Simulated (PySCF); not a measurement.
Geometries of 2 isomers of Ge2H9NSi, from PBE0-D3(BJ)/def2-SVP geometry optimisation, gas phase in PySCF. One conformer each, no zero-point energy, no frequencies.

Question: Which is lower in electronic energy at this level?
A.
```xyz
13
angstrom
N     -1.679    1.056   -0.226
Ge    -1.535   -0.789   -0.218
Ge     0.833   -1.173   -0.572
Si     1.905    0.825    0.163
H     -1.399    1.485   -1.104
H     -2.603    1.408    0.016
H     -2.439   -1.510   -1.253
H     -1.966   -1.239    1.192
H      1.146   -1.440   -2.059
H      1.324   -2.393    0.233
H      1.522    1.117    1.576
H      3.393    0.690    0.086
H      1.494    1.965   -0.712
```
B.
```xyz
13
angstrom
Si     2.002    0.916    0.773
N      1.148   -0.563    0.482
Ge    -0.568   -0.810   -0.155
Ge    -1.890    1.178    0.244
H      1.000    1.952    1.170
H      2.990    0.720    1.879
H      2.757    1.453   -0.407
H      1.700   -1.416    0.502
H     -1.165   -2.033    0.574
H     -0.553   -1.132   -1.669
H     -3.338    0.885   -0.194
H     -1.891    1.557    1.735
H     -1.363    2.366   -0.579
```

Answer: B. That is `[SiH3][NH][GeH2][GeH3]`, 4.6 kcal/mol below the other.

```json
{"SMILES": "[SiH3][NH][GeH2][GeH3]", "atoms numbered as above": "[SiH3:1][NH:2][GeH2:3][GeH3:4]", "E (Eh)": "-4502.31820", "relative (kcal/mol)": "0.0", "relative (kJ/mol)": "0.0", "dipole (D)": "0.89"}
{"SMILES": "[NH2][GeH2][GeH2][SiH3]", "atoms numbered as above": "[NH2:1][GeH2:2][GeH2:3][SiH3:4]", "E (Eh)": "-4502.31089", "relative (kcal/mol)": "4.6", "relative (kJ/mol)": "19.2", "dipole (D)": "1.39"}
```
